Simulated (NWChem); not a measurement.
All runs are NWChem calculations. System: C$_{2}$H$_{3}$Br, charge 1, spin multiplicity 2, at the geometry of a parent with another charge or spin, in a state set for the comparison that need not be this species' ground state. Its SCF solution wasn't tested for a lower state. Level: UMP2/def2-TZVP, 11 core orbitals frozen.

Job file:

```
start mol
memory heap 200 mb stack 900 mb global 1100 mb
charge 1
geometry units angstroms nocenter noautoz
  C      2.092059    -0.385490     0.000000
  C      0.843371    -0.838830     0.000000
  Br    -0.669911     0.276113     0.000000
  H      2.327757     0.681202     0.000000
  H      2.920885    -1.098801     0.000000
  H      0.585668    -1.900422     0.000000
  symmetry group Cs
end
basis spherical
  * library def2-tzvp
end
scf
  uhf
  nopen 1
  maxiter 100
  thresh 1e-7
  semidirect memsize 60000000 filesize 0
  # guess.movecs holds the orbitals of an unrestricted PBE0 run
  vectors input guess.movecs output mol.movecs
end
mp2
  freeze core 11
end
task mp2 energy
```

Output (cleaned and shortened):

```
             Northwest Computational Chemistry Package (NWChem) 7.3.0
             --------------------------------------------------------

                                NWChem Input Module
                                -------------------

 Scaling coordinates for geometry "geometry" by  1.889725989
 (inverse scale =  0.529177249)

 Turning off AUTOSYM since
 SYMMETRY directive was detected!

                             Geometry "geometry" -> ""
                             -------------------------

 Output coordinates in angstroms (scale by  1.889725989 to convert to a.u.)

  No.       Tag          Charge          X              Y              Z
 ---- ---------------- ---------- -------------- -------------- --------------
    1 C                    6.0000     2.09205900    -0.38549000     0.00000000
    2 C                    6.0000     0.84337100    -0.83883000     0.00000000
    3 Br                  35.0000    -0.66991100     0.27611300     0.00000000
    4 H                    1.0000     2.32775700     0.68120200     0.00000000
    5 H                    1.0000     2.92088500    -1.09880100     0.00000000
    6 H                    1.0000     0.58566800    -1.90042200     0.00000000

 Effective nuclear repulsion energy (a.u.)     144.7798333634

            Nuclear Dipole moment (a.u.)
            ----------------------------
        X                 Y               Z
 ---------------- ---------------- ----------------
     0.0000094486     0.0000264562     0.0000000000

      Symmetry information
      --------------------

 Group name             Cs
 Group number              2
 Group order               2
 No. of unique centers     6

      Symmetry unique atoms

     1    2    3    4    5    6


 Summary of "ao basis" -> "" (spherical)
 ------------------------------------------------------------------------------
       Tag                 Description            Shells   Functions and Types
 ---------------- ------------------------------  ------  ---------------------
 *                         def2-tzvp                  on all atoms

 Summary of "ao basis" -> "ao basis" (spherical)
 ------------------------------------------------------------------------------
       Tag                 Description            Shells   Functions and Types
 ---------------- ------------------------------  ------  ---------------------
 C                         def2-tzvp                11       31   5s3p2d1f
 Br                        def2-tzvp                16       48   6s5p4d1f
 H                         def2-tzvp                 4        6   3s1p

                                 NWChem SCF Module
                                 -----------------

  ao basis        = "ao basis"
  functions       =   128
  atoms           =     6
  alpha electrons =    25
  beta  electrons =    24
  charge          =   1.00
  wavefunction    = UHF
  use symmetry    = T
  symmetry adapt  = T

 Summary of "ao basis" -> "ao basis" (spherical)
 ------------------------------------------------------------------------------
       Tag                 Description            Shells   Functions and Types
 ---------------- ------------------------------  ------  ---------------------
 C                         def2-tzvp                11       31   5s3p2d1f
 Br                        def2-tzvp                16       48   6s5p4d1f
 H                         def2-tzvp                 4        6   3s1p

      Symmetry analysis of basis
      --------------------------
[...]
 -----------   ------   -------------------------------------------------------
    1 C    6     2.73   0.43  0.56  0.26  0.32  0.04  0.50  0.49  0.09  0.01  0.02  0.00
    2 C    6     2.88   0.43  0.56  0.26  0.31  0.04  0.52  0.60  0.10  0.01  0.05  0.00
    3 Br  35    17.22   1.00  1.00  0.58  0.39  0.52  0.47  3.00  2.97  0.56  1.25  0.43  4.50  0.51  0.00  0.03  0.00
    4 H    1     0.39   0.13  0.23  0.02  0.01
    5 H    1     0.40   0.13  0.23  0.02  0.01
    6 H    1     0.38   0.13  0.23  0.01  0.01

   Mulliken analysis of the spin density
   -------------------------------------

    Atom       Charge   Shell Charges
 -----------   ------   -------------------------------------------------------
    1 C    6     0.61   0.00 -0.00  0.01  0.02  0.01  0.20  0.28  0.08  0.00  0.01 -0.00
    2 C    6     0.21  -0.00 -0.00  0.00  0.02 -0.01  0.09  0.11 -0.01  0.00  0.01  0.00
    3 Br  35     0.26  -0.00  0.00  0.00 -0.00  0.01  0.00  0.00  0.00  0.08  0.17  0.01 -0.00  0.00  0.00 -0.01 -0.00
    4 H    1    -0.03  -0.01 -0.02 -0.01  0.00
    5 H    1    -0.04  -0.01 -0.02 -0.01  0.00
    6 H    1    -0.01  -0.00 -0.01 -0.00  0.00

       Multipole analysis of the density wrt the origin
       ------------------------------------------------

     L   x y z        total         alpha         beta         nuclear
     -   - - -        -----         -----         ----         -------
     0   0 0 0      1.000000    -25.000000    -24.000000     50.000000

     1   1 0 0      2.028774      0.013974      2.014791      0.000009
     1   0 1 0     -0.857089     -0.142744     -0.714371      0.000026
     1   0 0 1      0.000000      0.000000      0.000000      0.000000

     2   2 0 0     -8.881715   -117.239752   -107.792300    216.150338
     2   1 1 0     -3.466436     32.308963     29.554655    -65.330054
     2   1 0 1      0.000000      0.000000      0.000000      0.000000
     2   0 2 0    -16.901760    -32.486141    -31.070778     46.655159
     2   0 1 1     -0.000000     -0.000000     -0.000000      0.000000
     2   0 0 2    -21.237677    -11.719486     -9.518191      0.000000

                   NWChem MP2 Semi-direct Energy/Gradient Module
                   ---------------------------------------------

  Basis functions       =    128
  Molecular orbitals    =    128
  Frozen core           =     11
  Frozen virtuals       =      0
  Active alpha occupied =     14
  Active beta occupied  =     13
  Active alpha virtual  =    103
  Active beta virtual   =    104
  Use MO symmetry       = T
  Use skeleton AO sym   = T

  AO/Fock/Back tols     =   1.0D-09  1.0D-09  1.0D-09

 GA uses MA = F    GA memory limited = T

 Available:
  local mem=  1.26D+08
 global mem=  1.44D+08
 local disk=  0.00D+00
  mp2_memr nvloc                   103
  nvloc new                   103
   1 passes of  14:        5242880                     105494                  39623090.
   1 passes of  14: M    126147423           G      144146432           F     120904543.

 Semi-direct pass number   1 of   1  for UHF alpha       at       13.2s
  vrange nnbf                  8076
  mp2_eaftype                   151  avail_ma_in_mb                  1099
 EAF : mp2_eaftype filesize         151   19811545.
  mp2_eaf for mointskh                    151
Node 0 wrote     93.2 Mb in      0.1 s     Agg I/O rate:  1153.2 Mb/s
 Done moints_semi at       21.0s
  mp2_eaftype                   151  avail_ma_in_mb                   948
 EAF : mp2_eaftype filesize         151   19811545.
  mp2_eaf for kh                   151
 Done maket at       21.4s
 Done multipass loop at       21.4s

 GA uses MA = F    GA memory limited = T

 Available:
  local mem=  1.26D+08
 global mem=  1.44D+08
 local disk=  0.00D+00
  mp2_memr nvloc                   104
  nvloc new                   104
   1 passes of  13:        5242880                     100996                  37151834.
   1 passes of  13: M    126147423           G      144146432           F     120904543.

 Semi-direct pass number   1 of   1  for UHF beta        at       21.4s
  vrange nnbf                  8076
  mp2_eaftype                   141  avail_ma_in_mb                  1099
 EAF : mp2_eaftype filesize         141   18575917.
  mp2_eaf for mointskh                    141
Node 0 wrote     87.4 Mb in      0.1 s     Agg I/O rate:   868.1 Mb/s
 Done moints_semi at       28.1s
  mp2_eaftype                   141  avail_ma_in_mb                   958
 EAF : mp2_eaftype filesize         141   18575917.
  mp2_eaf for kh                   141
 Done maket at       28.4s
 Done multipass loop at       28.4s

          -------------------------------------------
          SCF energy               -2649.572403953928
          Correlation energy          -0.551416139253
          Singlet pairs                0.000000000000
          Triplet pairs                0.000000000000
          Total MP2 energy         -2650.123820093181
          -------------------------------------------

          ---------------------------------------------------
                    Spin Component Scaled (SCS) MP2
          Same spin pairs                     -0.147441897512
          Same spin scaling factor             0.333333333333
          Opposite spin pairs                 -0.403974241741
          Opposite spin scaling fact.          1.200000000000
          SCS-MP2 correlation energy          -0.533916389260
          Total SCS-MP2 energy             -2650.106320343188
          ---------------------------------------------------

 -----------------------
 Performance information
 -----------------------

 Timer overhead =  9.62D-08 seconds/call

               Nr. of calls         CPU time (s)                 Wall time (s)                GFlops
             ---------------    -------------------     ------------------------------   -------------------
Name         Min   Avg   Max    Min     Avg     Max     Min     Avg     Max   Mx/calls   Min     Max     Sum
mp2: moin     2     2     2    15.     15.     15.      15.     15.     15.     7.3      0.0     0.0     0.0
mp2: make     2     2     2   0.62    0.62    0.62     0.62    0.62    0.62    0.31      0.0     0.0     0.0
mp2: tota     1     1     1    15.     15.     15.      15.     15.     15.     15.      0.0     0.0     0.0

 The average no. of pstat calls per process was 5.00D+00
 with a timing overhead of 4.81D-07s

 Task  times  cpu:       28.4s     wall:       28.4s

 Total times  cpu:       28.4s     wall:       28.4s
```
